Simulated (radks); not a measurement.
Results of a calculation; reference values are marked as such.
Dispersion coefficients C6 (hartree bohr^6) between ground-configuration atoms and ions, from the Casimir-Polder integral (3/pi) of alpha_A(iw) alpha_B(iw). Code: a radial shooting solver on a logarithmic mesh with Libxc functionals. Model: scalar-relativistic Kohn-Sham, exchange-only LDA, spin-unpolarised, spherical densities, finite nucleus; Fermi nuclear charge, rms radius of each element as measured or else 0.836 A^(1/3) + 0.57 fm. Response by self-consistent Sternheimer equations with the Hartree and adiabatic exchange-only LDA kernel, the relativistic mass of each level held fixed and spin-orbit coupling left out. For heavy and open-shell atoms this level of theory can miss by tens of per cent.

| C6 | C | Dy | Se+ | Ne | Sr |
|---|---|---|---|---|---|
| C | 70.21 |  |  |  |  |
| Dy | 370.6 | 2401 |  |  |  |
| Se+ | 81.22 | 396.8 | 97.38 |  |  |
| Ne | 21.15 | 95.45 | 26.67 | 8.006 |  |
| Sr | 409.0 | 2741 | 431.6 | 101.8 | 3147 |

Static polarisabilities (bohr^3): C ([He] 2s2 2p2) 16.55, Dy ([Xe] 4f10 6s2) 160.0, Se+ ([Ar] 3d10 4s2 4p3) 15.44, Ne ([Ne]) 3.267, Sr ([Kr] 5s2) 196.7. The combination rule 2 Ca Cb / ((alpha_b/alpha_a) Ca + (alpha_a/alpha_b) Cb) gives 20.66 for C-Ne, against 21.15 from the integral.
